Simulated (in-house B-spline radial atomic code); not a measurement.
Results of a calculation; reference values are marked as such.
**Building a PAW p channel for K, r_c = 1.05 bohr**

K, [Ar] 4s1, non-relativistic LDA (VWN5), spherical and spin-unpolarised, from a B-spline radial code for spherical atoms (atomic units; all potentials screened as in the neutral atom).

Two all-electron partial waves φ1, φ2 are integrated outwards at E1 = ε(3p) = -0.693777 and E2 = E1 + 1 hartree; φ1 is the bound orbital and φ2 has unit norm inside r_c = 1.0502 bohr. Smooth partners are polynomials, r^2(a0 + a1 r² + a2 r⁴ + a3 r⁶), matched to φ and three derivatives at r_c, with no condition on the norm. The local potential is -17.8982 + (34.2091) r² + (-29.7494) r⁴ + (9.88378) r⁶ inside 0.8599 bohr and the all-electron one outside.

| wave | φ(r_c) | φ'(r_c) | a0 | a1 | a2 | a3 |
| --- | --- | --- | --- | --- | --- | --- |
| 1 | 0.873432 | 0.2612879 | 1.652029 | -0.8788665 | 0.02121291 | 0.06216867 |
| 2 | 1.488965 | -0.7446092 | 3.820931 | -2.898918 | 0.5642099 | 0.02985704 |

Inside r_c the overlaps are <φi φj> = [[0.27131, 0.51971], [0.51971, 1.00000]] and, for the smooth waves, [[0.26957, 0.52256], [0.52256, 1.01846]]. With χj = (Ej − T − V_local) applied to smooth wave j, the program's quadrature gives the matrix B_ij = <smooth i, χj> as [[0.56176, 1.17886], [1.17600, 2.47311]].

Question: Check the match of the first wave, and find the augmentation charges q_ij.

Answer: At r_c the four terms are 1.82206, -1.06908, 0.02846, 0.09199, which sum to 0.8734, φ1(r_c) to rounding. q_ij is the all-electron overlap less the smooth one: [[0.00174, -0.00286], [-0.00286, -0.01846]]. The smooth first wave has a norm of 0.2696 inside r_c against 0.2713, and q11 > 0 puts back the missing charge.

Question: B isn't symmetric. Show that D_ij = B_ij + Ej q_ij is.

Answer: Integrating by parts gives B12 − B21 = (E1 − E2) q12: 1.17886 − (1.17600) = 0.00286, and −1 × (-0.00286) = 0.00286. So D12 = 1.17886 + (0.306223)(-0.00286) = 1.17798 and D21 = 1.17600 + (-0.693777)(-0.00286) = 1.17798; D11 = 0.56056, D22 = 2.46746. The projectors, p = (B⁻¹)ᵀ χ, are dual to the smooth waves; det B = 0.003, small beside B11 B22, as the two smooth waves look alike inside r_c.

Solving (T + V_local + Σ p D p) ψ = E (1 + Σ p q p) ψ in a sphere of 9 bohr gives these levels:

```json
{"all-electron": "-0.693777", "one projector": "-0.693777", "two projectors": "-0.693777"}
{"all-electron": "-0.000510", "one projector": "-0.000686", "two projectors": "-0.000510"}
{"all-electron": "0.261378", "one projector": "0.260682", "two projectors": "0.261378"}
{"all-electron": "0.679250", "one projector": "0.677041", "two projectors": "0.679247"}
{"all-electron": "1.244010", "one projector": "1.238110", "two projectors": "1.243940"}
```

Question: What does the second projector gain?

Answer: With one projector the errors are 0.00, -0.18, -0.70, -2.21, -5.90 millihartree. With two the errors are 0.00, 0.00, 0.00, 0.00, -0.07 millihartree. The scattering is exact at E1 and at E2 = 0.306, and over all levels compared the largest error is 0.07 millihartree. The lowest eigenvalue of the overlap operator is 1 with one and 0.6834 with two projectors. The smooth orbital alone needs a cutoff of 21.8 hartree for 1 millihartree of kinetic energy, against 20.2 for a norm-conserving Troullier-Martins orbital of the same radius.
